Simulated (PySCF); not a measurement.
# NMR data sheet: C6H13P

| Property | Result |
| --- | --- |
| Formula | C6H13P |
| SMILES | CC=P1(CC)CC1 |
| InChI | InChI=1S/C6H13P/c1-3-7(4-2)5-6-7/h3H,4-6H2,1-2H3 |
| Point group of the computed structure | C1 |
| Carbon signals | 5 |
| Proton signals | 6 |

Atoms are numbered as in `[CH3:1][CH:2]=[P:3]1([CH2:4][CH3:5])[CH2:6][CH2:7]1`. Each H is labelled by its parent atom.

Theory: structure optimised with GFN2-xTB, GIAO PBE0/pcSseg-1 shieldings, in PySCF (one conformer, no relativistic terms, averaged over atoms made equivalent by symmetry, fast rotation or ring inversion, gas phase).

Referencing at the same level of theory: $^{1}$H (σ = 31.72 ppm) and $^{13}$C (σ = 186.93 ppm) vs TMS; $^{31}$P (σ = 318.38 ppm) vs H3PO4.

```tsv
carbon	δC, type	δH (multiplicity)	HMBC from (2–3 bonds)	span of the C tensor (ppm)
C1	17.2, CH3	1.80 (m)	H(C2)	29
C2	29.5, CH	2.18 (m)	H(C1), H(C4), Hb(C6)/Ha(C7), Ha(C6)/Hb(C7)	74
C4	32.1, CH2	1.42 (m)	H(C2), Hb(C6)/Ha(C7), H(C5), Ha(C6)/Hb(C7)	45
C5	11.6, CH3	1.25 (m)	H(C4)	21
C6/C7	16.7, CH2	Ha(C6) 1.02 (m); Hb(C6) 1.34 (m)	H(C2), H(C4), Hb(C6)/Ha(C7), Ha(C6)/Hb(C7)	69
```

Other nuclei:
```
atoms   nucleus                                     environment  δ (ppm)  σ (ppm)
   P3  $^{31}$P  phosphorus bonded to 4 C, in a 3-membered ring   -153.8    472.1
```

δC 32.1: sp3 CH2 bonded to P. δC 17.2, 11.6: methyl carbon; a saturated carbon with 1 carbon neighbour and no heteroatom attached. δC 16.7: three-membered-ring carbon; carbons of three-membered rings are unusually shielded. δH 2.18: hydrogen on a carbon double-bonded to a heavier main-group atom. δH 1.34, 1.02: hydrogen on a three-membered-ring carbon; cyclopropane-type protons are shielded by the ring.

Splittings by $^{31}$P in the carbon and heteronuclear signals aren't shown, as no couplings were computed. Shifts are as computed. Against solution values, carbons near 30 ppm lie about +3 ppm off and those near 130 ppm about +5 ppm. Of 1211 compounds with measured shifts, 218 miss one by over three times the rms of a fit or turn the order of signals round; such compounds aren't used in these exercises. Experimental scales use liquid or dissolved standards, which lie at an offset from isolated H3PO4. Multiplicities follow the n + 1 count of equivalent neighbours, as no J values were calculated; m marks all less simple cases, F and P coupling included.
